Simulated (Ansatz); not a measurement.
Geometry optimisation, RKS BLYP-D4/def2-SVP (Ansatz).

Input file:

```yaml
crystal:
  periodic: [false, false, false]
  atoms:
    - { symbol: O, position_ang: [1.6334, -1.6115, 1.5383] }
    - { symbol: C, position_ang: [0.9508, -1.2279, 0.517] }
    - { symbol: "N", position_ang: [0.2751, -0.8733, -0.5309] }
    - { symbol: Al, position_ang: [-0.6132, 0.7663, -0.5199] }
    - { symbol: H, position_ang: [-0.47562, 1.72434, 0.80576] }
    - { symbol: H, position_ang: [-1.3473, 1.3642, -1.81526] }
basis:
  gaussian: { orbitals: def2-SVP }
hamiltonian:
  xc: blyp
  dispersion: d4
relax:
  f_tol: 0.015
  max_steps: 40
output:
  orbitals: {}
```

Launched with:

```bash
$ ansatz run input.yaml --threads 1 --pin off --max-ram 2048MiB --backend cpu --events-out ev --progress --plain --runs-dir out
```

Problem. Where does it end, and by what steps?

Solution. The forces met the threshold. The force dipped under the threshold on the way, but the program's further checks kept it going. After 11 steps the energy has fallen by 0.892 eV; N3 moved furthest, 0.85 Å.

| step | energy less start (eV) | largest force component (eV/Å) | accepted |
| --- | --- | --- | --- |
| 0 | 0.0000 | 5.715 | yes |
| 1 | -0.6261 | 1.550 | yes |
| 2 | -0.6991 | 0.753 | yes |
| 3 | -0.7662 | 0.545 | yes |
| 4 | -0.8196 | 0.649 | yes |
| 5 | -0.8712 | 0.217 | yes |
| 6 | -0.8229 | 1.952 | no |
| 7 | -0.8850 | 0.092 | yes |
| 8 | -0.8915 | 0.020 | yes |
| 9 | -0.8920 | 0.003 | yes |
| 10 | -0.8915 | 0.025 | no |
| 11 | -0.8920 | 0.003 | yes |

```xyz
6
Properties=species:S:1:pos:R:3
O 1.684 -2.229 0.974
C 1.032 -1.323 0.576
N 0.364 -0.394 0.167
Al -0.619 0.987 -0.416
H -0.846 2.195 0.584
H -1.193 0.907 -1.890
```

Run time: 23 s on 1 thread of Arm Neoverse V1, on a shared host, peak memory 0.15 GiB.
